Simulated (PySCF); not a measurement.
HP₂, SMILES P#[PH+], charge +1. Atoms are numbered in the order given.

```xyz
3

P      0.0000     0.0000     1.0114
P      0.0000     0.0000    -0.8598
H      0.0000     0.0000    -2.2751
```
Charge +1, spin multiplicity 1.

Geometry: TPSSh-D3(BJ)/def2-TZVPD. The isomer is the one that the SMILES or the coordinates give; other isomers of the formula were not compared.

Computed with TPSSh-D3(BJ)/def2-TZVPD (PySCF).

Frequencies are harmonic and unscaled.

Modes within 1.5 cm⁻¹ of each other (mostly degenerate sets) share a row, with their intensities summed.

### Question
Estimate the vibrational spectrum. (The exact figures need the calculation; the answer reports its results.)

### Answer

```
mode  ν (cm⁻¹)  IR (km/mol)  Raman (Å⁴/amu)  depolarisation  moving atoms (share of kinetic energy)
----  --------  -----------  --------------  --------------  --------------------------------------
1–2        140        110.6             0.1            0.75                          H 89 %, P 11 %
3          815          9.4            49.9            0.13                                  P 98 %
4         2409        147.2           197.6            0.27                                  H 96 %
```
